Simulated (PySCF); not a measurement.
AlI3, SMILES [I][Al]([I])[I].

Coordinates come from a PBE0-D3(BJ)/def2-SVP optimisation. The isomer is the one that the SMILES or the coordinates give; other isomers of the formula were not compared. The def2 effective core potentials stand for the cores of I; spin–orbit coupling is left out.

Two levels are set side by side: PBE/def2-TZVP (PySCF) and M06-2X/def2-TZVP (PySCF). Same geometry, gas phase. Differences are taken from unrounded values.

```tsv
quantity	M06-2X	PBE	PBE minus M06-2X
orbital gap (eV)	7.54	3.94	-3.61
highest occupied level (eV)	-8.88	-6.61	2.27
lowest empty level (eV)	-1.34	-2.67	-1.33
mean polarisability (bohr³)	120.3	129.0	8.8
```

Without exact exchange PBE keeps part of each electron's self-repulsion, which lifts occupied levels and narrows the gap. Loosely held outer electrons make PBE densities more polarisable. Differences between two approximate levels are no errors against the true value.

Rough cost on one machine, each run with all the roots and properties that it gave: M06-2X against PBE about 2 times.
